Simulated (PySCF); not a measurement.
A calculated (r2SCAN, PySCF 2.14, def2-SVP, no relativity, point nucleus) atom or ion has these occupied shells.

| shell | electrons | orbital energy (eV) | rms radius, mean of both spins (bohr) |
| --- | --- | --- | --- |
| 1s α | 1 | -13121.2 | 0.0506 |
| 1s β | 1 | -13121.1 | 0.0506 |
| 2s α | 1 | -1695.3 | 0.210 |
| 2s β | 1 | -1695.3 | 0.210 |
| 2p α | 3 | -1526.5 | 0.185 |
| 2p β | 3 | -1526.4 | 0.185 |
| 3s α | 1 | -235.65 | 0.601 |
| 3s β | 1 | -235.57 | 0.601 |
| 3p α | 3 | -175.81 | 0.614 |
| 3p β | 3 | -175.72 | 0.614 |
| 3d α | 5 | -69.676 | 0.654 |
| 3d β | 5 | -69.545 | 0.654 |
| 4s α | 1 | -20.508 | 1.84 |
| 4s β | 1 | -19.169 | 1.84 |
| 4p α | 3 | -8.468 | 2.24 |
| 4p β | 2 | -7.553 | 2.24 |

(1) Name the element and its charge.

Results:

(1) Br (bromine, neutral), in [Ar] 3d10 4s2 4p5, 2P determinant.
